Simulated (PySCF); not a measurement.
**Dipole response of Cl (chlorine, neutral)**

[Ne] 3s2 3p5, 2P determinant. Computed with PySCF 2.14 in aug-cc-pV(D+d)Z (5s4p3d, 32 functions), with no relativity, point nucleus. Coupled (time-dependent) response in atomic units; α is the mean over directions.

| method | mean α (bohr³) | α xx, yy, zz | C₆ (like pair) | S(−4) |
| --- | --- | --- | --- | --- |
| UHF | 12.91 | 11.82, 13.45, 13.45 | 81.46 | 36.76 |
| PBE | 13.80 | 12.37, 14.52, 14.52 | 87.90 | 47.57 |
| PBE0 | 13.44 | 12.16, 14.08, 14.08 | 85.29 | 42.75 |
| PW91 | 13.83 | 12.37, 14.56, 14.56 | 87.98 | 48.19 |
| MN15 | 12.98 | 12.07, 13.44, 13.44 | 79.36 | 40.63 |

S(−4) is the Cauchy moment in α(ω) = α(0) + S(−4) ω² + …

Reference α: 14.6 ± 0.1 bohr³ (recommended; Schwerdtfeger and Nagle, table of static dipole polarizabilities (2023 update)). Published C₆: 94.60 (Chu and Dalgarno (2004); Tang, Norbeck and Certain (1976)).

α(iu) at PBE:

| u (hartree) | α(iu) (bohr³) |
| --- | --- |
| 0 | 13.80 |
| 0.0500 | 13.69 |
| 0.100 | 13.35 |
| 0.200 | 12.23 |
| 0.300 | 10.85 |
| 0.500 | 8.187 |
| 0.750 | 5.680 |
| 1.00 | 4.024 |
| 1.50 | 2.231 |
| 2.00 | 1.393 |
| 3.00 | 0.6917 |
| 5.00 | 0.2851 |

The components differ because the open shell of this determinant is not spherical; for a pure term their mean is the scalar polarisability.
